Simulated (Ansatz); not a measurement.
Diatomic NaSi, multiplicity 4 (lowest of 2S+1 = 2, 4 at CCSD(T)/def2-TZVPP on PBE0 minima; our sources give no spin for the ground state, which may be another).

D_e counts from the fitted minimum to each atom's lowest state at the same level, without counterpoise.

Correlated levels freeze the inner cores; with def2 sets outer-core shells near the valence are correlated too.

The values were computed with Ansatz (an electronic-structure program). Values without a source in brackets are computed.

The comparison value is 1.483 eV (CCSD(T)/def2-QZVPP). It is a level with limits of its own, not the exact answer.

Task: Order these levels by how close they come to the comparison value for the bond energy D_e, closest first: wB97X-V/def2-TZVPP, r2SCAN/def2-TZVPP, PBE/def2-TZVPP, B3LYP/def2-TZVPP, BHLYP/def2-TZVPP. Give each level's value less the comparison value.

Result: PBE/def2-TZVPP (-0.026 eV), r2SCAN/def2-TZVPP (0.103 eV), wB97X-V/def2-TZVPP (-0.202 eV), B3LYP/def2-TZVPP (-0.270 eV), BHLYP/def2-TZVPP (-0.331 eV)
